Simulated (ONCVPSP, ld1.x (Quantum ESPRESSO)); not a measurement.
Pseudopotentials across the periodic table

Generated with ld1.x 7.5 (TM, RRKJ, ultrasoft, PAW), atompaw 4.2 or ONCVPSP 4.0.1. The cutoff is in Ry: for ld1.x and atompaw files where the sum of valence levels is converged to 10 mRy in a Bessel basis, for ONCV files where the hardest occupied wave has 1 mHa per electron of residual kinetic energy. The error is the largest all-electron minus pseudo excitation energy over each file’s own four to seven test configurations (ionisations up to +4, promotions, holes and added fractions of an electron), all of which were solved. The labels leave out finer settings (local radius, basis sizes, second energies), which also bear on the numbers. Spin-polarised tests are not counted. The rows are a selection from randomly drawn settings: files with unsolved tests, undetermined cutoffs or missed reference levels are left out.

A true bound ghost makes a file unfit for plane-wave use even where its test errors are small: the radial tests pick states by their node count and pass the ghost by.

```csv
element,potential,cutoff (Ry),largest error (meV),bound ghosts
Be,"ultrasoft, PBEsol, non-relativistic, rc 2.60/4.55 (sp), local smoothed, core correction no, reference 2s2 2p0",6,-212,none
Ca,"ONCV, BLYP, scalar-relativistic, rc 3.05/1.20/3.25 (spd), local smoothed, core correction yes, reference 3p6 4s2, qcut 1.9/6.4/2.5, projectors 3/2/2",28,+41,s
Co,"ONCV, PBE, scalar-relativistic, rc 1.15/1.15/1.10/0.95 (spdf), local smoothed, core correction no, reference 3s2 3p6 3d7 4s1, qcut 9.5/12.1/11.7/11.6, projectors 2/2/2/2",121,-116,none
Zn,"ONCV, PBEsol, scalar-relativistic, rc 1.10/1.15/1.50 (spd), local smoothed, core correction yes, reference 3s2 3p6 3d10 4s1, qcut 14.5/9.4/10.7, projectors 2/2/2",127,-463,none
Ge,"ONCV, Wu-Cohen, scalar-relativistic, rc 1.50/1.65/0.60 (spd), local smoothed, core correction no, reference 3d10 4s2 4p2, qcut 4/4.4/15.1, projectors 2/1/2",1296,-36,"s, p"
Te,"ONCV, PBE, scalar-relativistic, rc 1.50/1.40/1.05 (spd), local smoothed, core correction no, reference 4s2 4p6 4d10 5s2 5p4, qcut 10.5/8.1/7.8, projectors 3/2/2",450,-13,none
Ta,"ONCV, LDA (Perdew-Wang 92), scalar-relativistic, rc 1.40/1.70/2.45/0.85 (spdf), local smoothed, core correction yes, reference 4f14 5s2 5p6 5d3 6s1 6p1, qcut 7.7/9.9/6.1/19.3, projectors 2/2/2/1",335,-6.7,"s, d"
Ta,"ONCV, Wu-Cohen, scalar-relativistic, rc 2.85/1.95/2.20 (spd), local smoothed, core correction yes, reference 5p6 5d3 6s1 6p1, qcut 2.3/7.2/8, projectors 2/2/2",30,-28,none
```

Problem. Fill in the row for Xe: ONCV, LDA (Perdew-Wang 92), scalar-relativistic, rc 1.45/1.55 (sp), local s, core correction yes, reference 5s2 5p6, qcut 4.7/5.7, projectors 0/2.

Solution. cutoff 149 Ry, largest error -302 meV, bound ghosts: p.
